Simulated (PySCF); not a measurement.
**SnH, CCSD: how much the basis matters**

PySCF, UHF reference; doublet, unpaired electrons π ↑; De to Sn + H without counterpoise correction. Frozen cores follow the default of each basis and core potential.

```
                     basis                           relativity  functions  Re (Å)  ωe (cm⁻¹)  De (eV)  frozen orbitals
                  def2-SVP  scalar-relativistic core potentials         31   1.779       1714     2.40                4
                 def2-SVPD  scalar-relativistic core potentials         40   1.782       1695     2.48                4
aug-cc-pVDZ-PP/aug-cc-pVDZ  scalar-relativistic core potentials         41   1.783       1683     2.50                4
        cc-pVTZ-PP/cc-pVTZ  scalar-relativistic core potentials         53   1.772       1744     2.63                4
              x2c-TZVPPall                        spin-free X2C         74   1.765       1744     2.61               18
```

Q: How does each smaller set differ from the one with most functions, x2c-TZVPPall?

A: def2-SVP: +1.4 pm, -1.7 % in ωe, -0.21 eV in De; def2-SVPD: +1.7 pm, -2.8 % in ωe, -0.13 eV in De; aug-cc-pVDZ-PP/aug-cc-pVDZ: +1.8 pm, -3.5 % in ωe, -0.11 eV in De; cc-pVTZ-PP/cc-pVTZ: +0.7 pm, +0.0 % in ωe, +0.02 eV in De. All at CCSD; the set with most functions is neither the basis-set limit nor always the best. The rows treat relativity differently, so the differences are not basis effects alone.

Correlated steps freeze the inner cores (4 to 18 orbitals); shallow outer-core shells are correlated. Correlated levels converge slowly with the basis: in double zeta they bind strong bonds too weakly, by up to about 1 eV, and carry superposition errors of some tenths. These are scalar-relativistic numbers at best; spin–orbit coupling would shift them, the dissociation energy most. The state was picked by a PBE0 search and need not be the measured ground state.
